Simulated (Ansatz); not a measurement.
Geometry optimisation, RKS PBE0/def2-SVP in Ansatz.

The input (input.yaml):

```yaml
crystal:
  periodic: [false, false, false]
  atoms:
    - { symbol: Ge, position_ang: [0.0, 0.0, 0.0] }
    - { symbol: F, position_ang: [0.0, 0.0, 2.03] }
    - { symbol: F, position_ang: [1.5842, 0.0, -0.5594] }
    - { symbol: Cl, position_ang: [-1.0456, 1.8115, -0.7393] }
    - { symbol: Cl, position_ang: [-1.0456, -1.8115, -0.7393] }
    - { symbol: Si, position_ang: [-2.4768, 0.0, 0.823] }
    - { symbol: H, position_ang: [-3.2648, -0.9102, -0.0029] }
    - { symbol: H, position_ang: [-2.528, -0.4389, 2.2145] }
    - { symbol: H, position_ang: [-3.0252, 1.3491, 0.7184] }
    - { symbol: H, position_ang: [-1.1924, 0.0, 1.9472] }
basis:
  gaussian: { orbitals: def2-SVP }
hamiltonian:
  xc: pbe0
relax:
  f_tol: 0.15
  max_steps: 25
  restrain:
    - { distance: [0, 5], at: 3.51, k: 30.0 }
    - { distance: [9, 1], at: 2.12, k: 30.0 }
    - { distance: [0, 1], at: 1.68, k: 30.0 }
    - { distance: [9, 5], at: 1.46, k: 30.0 }
output:
  orbitals: {}
```

Launched with:

```bash
$ ansatz run input.yaml --threads 4 --pin off --max-ram 5120MiB --backend cpu --events-out ev --progress --plain --runs-dir out
```

Task: Where does it end, and by what steps?

Result: The run converged. The restraints hold the end off the free minimum; the threshold counts their pulls, which the force column leaves out. Restrained pairs: Ge1–Si6 (2.61 → 3.53 Å), F2–H10 (1.20 → 2.13 Å), Ge1–F2 (2.03 → 1.70 Å), Si6–H10 (1.71 → 1.47 Å). After 9 steps the energy has fallen by 4.491 eV (the restraints' own energy left out); H8 moved furthest, 1.19 Å.

```
step  energy less start (eV)  largest force component (eV/Å)  accepted
   0                  0.0000                           4.448       yes
   1                 -0.0185                           6.239       yes
   2                 -0.6109                           6.538       yes
   3                 -1.8553                           4.109       yes
   4                 -3.0061                           2.289       yes
   5                 -3.7866                           1.395       yes
   6                 -4.2218                           0.698       yes
   7                 -4.4147                           0.777       yes
   8                 -4.4696                           0.793       yes
   9                 -4.4911                           0.765       yes
```

```xyz
10
Properties=species:S:1:pos:R:3
Ge 0.317 -0.049 -0.114
F 0.630 0.158 1.541
F 1.868 0.049 -0.837
Cl -0.810 1.543 -0.926
Cl -0.435 -1.971 -0.548
Si -2.908 0.062 1.306
H -3.170 -0.554 -0.025
H -3.692 -0.672 2.346
H -3.311 1.499 1.291
H -1.484 -0.065 1.658
```

Run time: 37 s on 4 threads of AMD EPYC 7R32 (Zen 2), on a shared host, peak memory 0.42 GiB.
